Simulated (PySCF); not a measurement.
# Li (lithium, neutral) across methods

[He] 2s1, 2S determinant. Computed with PySCF 2.14 in aug-cc-pVQZ with one added diffuse shell each of s, p, d, f, g type (7s6p5d4f3g, 105 functions), with no relativity, point nucleus.

```csv
method,E (hartree),mean ε 1s α (eV),mean ε 1s β (eV),mean ε 2s α (eV),Σ⟨r²⟩ (bohr²),⟨S²⟩
wB97X,-7.4814,-58.118,-58.004,-5.306,18.69,0.750
r2SCAN,-7.4794,-53.251,-53.083,-3.258,18.06,0.750
LDA,-7.3434,-50.964,-50.754,-3.164,18.31,0.750
TPSSh,-7.4879,-54.325,-54.079,-3.429,17.92,0.750
MN15,-7.4897,-56.840,-56.554,-3.516,21.93,0.750
HSE06,-7.4684,-55.417,-55.130,-3.459,17.99,0.750
UHF,-7.43272,-67.664,-67.178,-5.343,18.63,0.750
PBE,-7.4612,-51.654,-51.425,-3.223,18.00,0.750
```

(1) Estimate the same row for PBE0.

Answers

(1) E (hartree) = -7.4667; mean ε 1s α (eV) = -55.824; mean ε 1s β (eV) = -55.538; mean ε 2s α (eV) = -3.828; Σ⟨r²⟩ (bohr²) = 17.99; ⟨S²⟩ = 0.750.
